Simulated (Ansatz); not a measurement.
In9Sb10H26⁺, a nanocrystal cut from wurtzite InSb (hydrogen-capped). The state is a triplet with charge 1. Geometry r2SCAN-D4/def2-SVP, that of the charge +1 singlet; atoms count from 1.

```xyz
45

Sb    2.149   -4.114   -1.473
In   -0.198   -5.865   -0.923
Sb    4.512    0.089   -1.244
In    4.875    2.807   -2.290
In    2.196   -1.431   -0.567
Sb   -0.100   -0.189   -1.674
Sb   -1.577   -3.733    0.477
In   -2.548   -1.649   -1.194
Sb    2.231    3.822   -1.525
In   -0.224    2.527   -0.870
Sb   -2.562    3.591   -2.063
Sb   -4.063    0.334    0.166
In   -5.226    2.359   -1.553
Sb    1.782   -1.246    2.204
In   -0.379   -2.978    2.928
In    2.227    1.570    2.725
Sb   -0.437    2.383    1.926
Sb   -2.254   -1.074    3.973
In   -3.012    1.328    2.599
H     2.575   -3.998   -3.115
H     3.638   -4.739   -0.941
H    -0.900   -6.031   -2.477
H     0.428   -6.952    0.245
H     5.385   -0.960   -2.264
H     5.500   -0.139    0.122
H     4.726    2.588   -3.982
H     5.971    3.558   -1.214
H     0.184   -0.143   -3.353
H    -3.019   -4.457    1.030
H    -3.248   -2.190   -2.675
H     1.770    4.960   -2.706
H     2.390    4.945   -0.258
H    -2.152    3.734   -3.708
H    -2.470    5.251   -1.707
H    -5.404   -0.556    0.731
H    -5.589    1.638   -3.064
H    -5.982    3.533   -0.559
H     3.161   -2.074    2.766
H     0.063   -4.209    4.048
H     3.162    2.035    1.328
H     2.505    1.868    4.388
H    -0.577    4.040    2.298
H    -3.685   -1.923    4.323
H    -1.848   -0.703    5.583
H    -3.976    2.397    3.543
```

In the def2 sets In, Sb take a core potential; there is no spin–orbit coupling. Single mean-field runs in def2-SVP are fitted with def2-universal-jkfit. At PBE0-D4/def2-SVP a singlet of charge 1 lies 3.38 eV below the triplet at the same geometry.

Estimate the Mulliken populations of the heavy atoms from the PBE0/def2-SVP orbitals of Ansatz.


| atom | charge (e) | spin (α − β) |
| --- | --- | --- |
| Sb1 | 0.12 | 0.49 |
| In2 | 0.24 | 0.14 |
| Sb3 | 0.05 | 0.22 |
| In4 | 0.24 | 0.11 |
| In5 | 0.02 | 0.33 |
| Sb6 | -0.16 | 0.12 |
| Sb7 | -0.15 | 0.07 |
| In8 | 0.23 | 0.02 |
| Sb9 | 0.03 | 0.00 |
| In10 | 0.12 | 0.06 |
| Sb11 | 0.05 | 0.03 |
| Sb12 | -0.18 | 0.03 |
| In13 | 0.27 | 0.01 |
| Sb14 | -0.16 | 0.19 |
| In15 | 0.22 | 0.03 |
| In16 | 0.26 | 0.03 |
| Sb17 | -0.15 | 0.00 |
| Sb18 | 0.03 | 0.02 |
| In19 | 0.23 | 0.00 |
Mulliken values depend strongly on the basis.

Where does the spin sit?

Summed by element: Sb 1.16, In 0.73, H 0.11, of 2 unpaired in all. Largest on single atoms: Sb1 0.49, In5 0.33, Sb3 0.22.

And the Mayer bond orders between heavy atoms (over 0.3)?

Sb1–In2 0.54 (2.98 Å); Sb1–In5 0.42 (2.83 Å); In2–Sb7 0.65 (2.90 Å); Sb3–In4 0.59 (2.93 Å); Sb3–In5 0.57 (2.85 Å); In4–Sb9 0.57 (2.93 Å); In5–Sb6 0.71 (2.83 Å); In5–Sb14 0.78 (2.81 Å); Sb6–In8 0.70 (2.89 Å); Sb6–In10 0.77 (2.83 Å); Sb7–In8 0.74 (2.84 Å); Sb7–In15 0.78 (2.83 Å); In8–Sb12 0.77 (2.84 Å); Sb9–In10 0.77 (2.85 Å); In10–Sb11 0.78 (2.83 Å); In10–Sb17 0.86 (2.81 Å); Sb11–In13 0.53 (2.98 Å); Sb12–In13 0.65 (2.90 Å); Sb12–In19 0.80 (2.83 Å); Sb14–In15 0.74 (2.86 Å); Sb14–In16 0.60 (2.90 Å); In15–Sb18 0.70 (2.87 Å); In16–Sb17 0.64 (2.90 Å); Sb17–In19 0.73 (2.86 Å); Sb18–In19 0.70 (2.87 Å).
